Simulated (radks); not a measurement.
Values are calculated unless marked as measured or tabulated.
Effect of the nuclear size on the tin ion Sn3+, [Kr] 4d10 5s1. Level of theory: Dirac Kohn-Sham, LDA (Slater exchange, Perdew-Wang correlation), spin-unpolarised, spherical densities, finite nucleus; Fermi nuclear charge, rms radius 4.6519 fm (a radial shooting solver on a logarithmic mesh with Libxc functionals). The rms radius is varied about that value; shifts are against it.

rms radius (fm),total energy shift (eV),density at nucleus (e/bohr^3),1s1/2 shift (meV),2s1/2 shift (meV),4s1/2 shift (meV),4p1/2 shift (meV),5s1/2 shift (meV),5p1/2 (empty) shift (meV),6s1/2 (empty) shift (meV)
4.0983,-0.919,1.94e+05,-386,-44.1,-1.69,0.111,-0.220,0.030,-0.050
4.4984,-0.265,1.913e+05,-111,-12.7,-0.487,0.032,-0.063,0.009,-0.014
4.6519,0,1.903e+05,0.000,0.000,0.000,0.000,0.000,0.000,0.000
5.0985,0.813,1.877e+05,341,39.0,1.49,-0.098,0.195,-0.027,0.044
5.6241,1.85,1.849e+05,776,88.8,3.40,-0.223,0.443,-0.061,0.101

Slopes of the eigenvalues against <r^2> in GHz/fm^2, as finite differences over the two radii next to the reference (eigenvalue slopes, not the field-shift constants of lines): 1s1/2 19000, 2s1/2 2170, 4s1/2 83.2, 4p1/2 -5.46, 5s1/2 10.8, 5p1/2 (empty) -1.48, 6s1/2 (empty) 2.47.
